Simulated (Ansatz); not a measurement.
Si-H bond lengths (Å) of neutral closed-shell molecules, written as SMILES: in each the longest such bond at B3LYP-D3(BJ)/def2-TZVP (Ansatz, an electronic-structure program), beside the same bond after optimisation at MP2/6-31G* (Ansatz) from that structure, whose symmetry is kept, so that a structure may be a saddle point there. 6-31G* holds six Cartesian d functions. B3LYP-D3(BJ)/def2-TZVP serves to compare with and is no measurement.

The rows were drawn at random among computed neutral closed-shell members with both values; the withheld row is one of them. Species whose geometry shows other bonds than their SMILES are left out. Runs that failed or changed their bonding are left out, and none for the size of its difference.

```json
[
 {"species": "B(F)(F)[SiH3] [difluoroboranylsilane]", "MP2/6-31G* (Ansatz) (x)": "1.486", "B3LYP-D3(BJ)/def2-TZVP (y)": "1.483"},
 {"species": "[SiH3][SiH2]Cl", "MP2/6-31G* (Ansatz) (x)": "1.487", "B3LYP-D3(BJ)/def2-TZVP (y)": "1.484"},
 {"species": "N[SiH](N)N", "MP2/6-31G* (Ansatz) (x)": "1.490", "B3LYP-D3(BJ)/def2-TZVP (y)": "1.485"},
 {"species": "OB(O[SiH3])O", "MP2/6-31G* (Ansatz) (x)": "1.483", "B3LYP-D3(BJ)/def2-TZVP (y)": "1.480"},
 {"species": "F[SiH2][SiH3] [fluoro(silyl)silane]", "MP2/6-31G* (Ansatz) (x)": "1.488", "B3LYP-D3(BJ)/def2-TZVP (y)": "1.484"}
]
```

### Question
Fit a constant shift, y = x + a, and use it for CN[SiH3] [N-silylmethanamine], where MP2/6-31G* (Ansatz) gives 1.495 Å.

### Answer
The mean of y - x is a = -0.0036 Å, and the rows scatter about it by 0.0008 Å (root mean square). Prediction for CN[SiH3] [N-silylmethanamine]: 1.491 Å. It lies outside the range of the table, so the fit extrapolates. The length at B3LYP-D3(BJ)/def2-TZVP is 1.491 Å, so the fit misses by +0.000 Å, against +0.004 Å without it. The fit is meant for species like these alone.
